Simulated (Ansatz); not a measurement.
Gas-phase reaction R1 → P1 + P2, each structure at its B3LYP-D3(BJ)/def2-TZVP stationary point, reached from a drawn start (curvature not checked).
R1, CH6Si (SMILES C[SiH3]) (charge 0, multiplicity 1):
```xyz
8

C     -0.981    -0.116     0.017
Si     0.882     0.104    -0.016
H     -1.441     0.570     0.731
H     -1.248    -1.134     0.306
H     -1.413     0.081    -0.966
H      1.238     1.489    -0.409
H      1.501    -0.830    -0.988
H      1.463    -0.164     1.323
```
P1: CH4Si (SMILES C[SiH]), charge 0, multiplicity 1.
P2: H2 (SMILES [H][H]), charge 0, multiplicity 1.

P less R. No zero-point or thermal terms.

Correlated levels freeze the cores.

The values were computed with Ansatz (a program for electronic structure). No computed number here is a measurement.

Q: What is the computed reaction energy (wB97X-V/def2-TZVPP)?

A: 267 kJ/mol

Q: What is the computed reaction energy (MP2/cc-pV(Q+d)Z)?

A: 266 kJ/mol

Q: Predict the reaction energy from CCSD(T)/cc-pV(T+d)Z.

A: 249 kJ/mol
